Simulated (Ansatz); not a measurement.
Results of the Gaussian-basis code of Ansatz.

A structure relaxed at PBE0-D4/def2-TZVP, charge 0, multiplicity 1:

```xyz
10

O     0.7859   -1.7576    1.1776
Al    0.2299   -0.4149    0.2944
Ga    1.7915    1.5040   -0.1300
C    -1.6375   -0.3714   -0.3933
F    -1.7949    0.8521   -1.0726
H     0.2788   -2.5378    1.3952
H     2.7152    1.5766   -1.4076
H     1.9084    2.7342    0.8515
H    -1.8721   -1.1729   -1.1043
H    -2.4051   -0.4122    0.3891
```

**Question.** Give its formula and SMILES.

**Answer.** CH5AlFGaO, `[OH][Al]([GaH2])[CH2]F`.

**Question.** Point group (tolerance 0.08 Å, 0.16 Å for H)?

**Answer.** Cs.

**Question.** Summarise the bond lengths by kind.

**Answer.** 1 × Al–O 1.701 Å; 1 × H–O 0.956 Å; 1 × Al–Ga 2.510 Å; 1 × Al–C 1.990 Å; 2 × Ga–H 1.578 Å; 1 × C–F 1.408 Å; 2 × C–H 1.097 Å.
